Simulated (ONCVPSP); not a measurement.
How hard is this Mn ONCV potential?

manganese, optimised norm-conserving Vanderbilt (ONCV), made with ONCVPSP 4.0.1 (LDA (Perdew-Wang 92), scalar-relativistic). Core [Ne], reference 3s2 3p6 3d5 4s2. Waves: 3s+4s: rc 1.60 bohr, ncon 3, nbas 7, qcut 7.1 1/bohr, 2 projectors; 3p: rc 0.90 bohr, ncon 3, nbas 6, qcut 10.8 1/bohr, 2 projectors, debl 2.2 Ha; 3d: rc 1.25 bohr, ncon 3, nbas 7, qcut 14.8 1/bohr, 3 projectors, debl 1.3 Ha. Local part: polynomial inside 0.55 bohr (lpopt 4, dvloc0 4 Ha). Core correction: Teter function, fcfact 4.25, rcfact 1.7.

Question: For each optimised wave give the share of its norm inside rc, the residual kinetic energy above qcut (Ha) and the cutoffs (Ha) for errors of 10, 1, 0.1 and 0.01 mHa per electron.

Answer:

```json
{"wave": "3s", "norm inside rc": "0.975", "residual KE": "9.1e-07", "10 mHa": "8.6", "1 mHa": "11.1", "0.1 mHa": "13.4", "0.01 mHa": "19.2"}
{"wave": "4s", "norm inside rc": "0.069", "residual KE": "2.7e-06", "10 mHa": "6.2", "1 mHa": "8.9", "0.1 mHa": "16.6", "0.01 mHa": "22.5"}
{"wave": "3p", "norm inside rc": "0.555", "residual KE": "8.9e-05", "10 mHa": "21.8", "1 mHa": "37.0", "0.1 mHa": "57.6", "0.01 mHa": "149.9"}
{"wave": "p projector 2", "norm inside rc": "0.046", "residual KE": "1.4e-05", "10 mHa": "17.1", "1 mHa": "23.8", "0.1 mHa": "44.5", "0.01 mHa": "60.6"}
{"wave": "3d", "norm inside rc": "0.626", "residual KE": "5.0e-08", "10 mHa": "55.8", "1 mHa": "68.8", "0.1 mHa": "79.7", "0.01 mHa": "88.7"}
{"wave": "d projector 2", "norm inside rc": "0.139", "residual KE": "6.1e-09", "10 mHa": "52.7", "1 mHa": "67.2", "0.1 mHa": "79.0", "0.01 mHa": "88.7"}
{"wave": "d projector 3", "norm inside rc": "0.076", "residual KE": "1.5e-08", "10 mHa": "53.6", "1 mHa": "68.5", "0.1 mHa": "80.8", "0.01 mHa": "90.8"}
```

The occupied waves need 69 Ha and 80 Ha for 1 and 0.1 mHa. Note: ghosts flagged at negative energy: d at -304.4 eV; GHOST(+) flagged for s at 166.6 eV. A true bound ghost makes a file unfit for plane-wave use.
